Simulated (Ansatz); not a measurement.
**Isomers of GeSiH5Cl**

2 of its isomers, all singlets with charge 0: A = `[SiH3][GeH2][Cl]`; B = `Cl[SiH2][GeH3]`.

Shapes, held fixed at every level: PBE0-D4/def2-TZVP. Programs: Ansatz 0.2.0.

Electronic energies in kJ/mol, without zero-point or thermal terms.

```csv
level,kind,B − A
HF/def2-TZVPP,Hartree–Fock,-11.6
PBE-D4/def2-TZVPP,GGA,-18.4
B3LYP-D4/def2-TZVPP,global hybrid,-16.4
PBE0-D4/def2-TZVPP,global hybrid,-18.6
wB97M-V/def2-TZVPP,range-separated hybrid,-19.3
CCSD(T)/def2-SVP,coupled cluster or CI,-14.9
CCSD/def2-SVP,coupled cluster or CI,-14.8
CCSD(T)/def2-TZVPP,coupled cluster or CI,-17.4
```

The highest level, CCSD(T)/def2-TZVPP, puts B lowest of these. All levels agree on that. The B − A difference spans -19.3 to -11.6 kJ/mol over the levels. Relativity is left out for Ge unless named. Correlated rows may include outer-core shells of Ge, which these sets cover unevenly.
